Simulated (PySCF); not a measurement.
**MCs anions for M along the alkali metals**

PBE0 with double-zeta basis sets in PySCF, for the lowest determinant that a PBE0 search found; no spin–orbit coupling. De refers to high-spin ground-configuration atoms (the charge goes to the atom of lower measured ionisation energy or higher electron affinity, which is not always the lowest computed limit). A positive dipole points towards Cs; it is taken about the centre of mass and depends on that origin.

| M | basis | charged atom | state (unpaired electrons) | Re (Å) | ωe (cm⁻¹) | De (eV) | μ (D) |
| --- | --- | --- | --- | --- | --- | --- | --- |
| Li | def2-SVPD | Li− | doublet (σ ↑) | 4.226 | 112 | 0.68 | 5.91 |
| Na | def2-SVPD | Na− | doublet (σ ↑) | 4.392 | 62.5 | 0.71 | 4.32 |
| K | def2-SVPD | K− | doublet (σ ↑) | 4.916 | 41.9 | 0.53 | 5.34 |
| Rb | def2-SVPD | Rb− | doublet (σ ↑) | 5.085 | 30.3 | 0.52 | 1.98 |
| Cs | def2-SVPD | Cs− | doublet (σ ↑) | 5.335 | 25.3 | 0.50 | n/a |

Question: By what factor does the harmonic wavenumber vary along the series?

Answer: At PBE0 it runs from 25.3 cm⁻¹ (Cs₂⁻) to 112 cm⁻¹ (CsLi⁻), a factor of 4.43.

Down a group the atoms grow and get heavier, so bonds lengthen and wavenumbers fall; this series shows no clear exception.

Weak bonds: Cs₂⁻. Basis-set superposition, not corrected here, can be much of De in a small basis, most of all at correlated wavefunction levels. Spin–orbit coupling is left out. For an ion De counts to the pair picked by the measured ionisation energies or electron affinities, which need not be the lowest pair at this level. The highest Kohn–Sham level is positive in some of these anions. Much of that is self-interaction error, but it also means that the finite basis helps to hold the extra electron. States were picked by a PBE0 search and need not be the measured ground states.
